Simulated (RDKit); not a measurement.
A run for RDKit: UFF on H2O (SMILES O).

```python
from rdkit import Chem
from rdkit.Chem import AllChem, rdDetermineBonds

blocks = [
'''3

O    -0.00000000    0.00000000    0.38961139
H     0.00000000    0.76498632   -0.19485569
H     0.00000000   -0.76498632   -0.19485569
''',
]
mol = None
for b in blocks:
    f = Chem.MolFromXYZBlock(b)
    rdDetermineBonds.DetermineBonds(f, charge=0)
    mol = f if mol is None else Chem.CombineMols(mol, f)
Chem.SanitizeMol(mol)
print(Chem.MolToSmiles(Chem.RemoveHs(mol)))
ff = AllChem.UFFGetMoleculeForceField(mol, vdwThresh=100.0, ignoreInterfragInteractions=False)
e = ff.CalcEnergy()
print(f'UFF energy {e:.6f} kcal/mol')
```

The log:

```
O
UFF energy 0.859581 kcal/mol
```

The run finished.

Cost: very roughly 0.020 core-seconds.
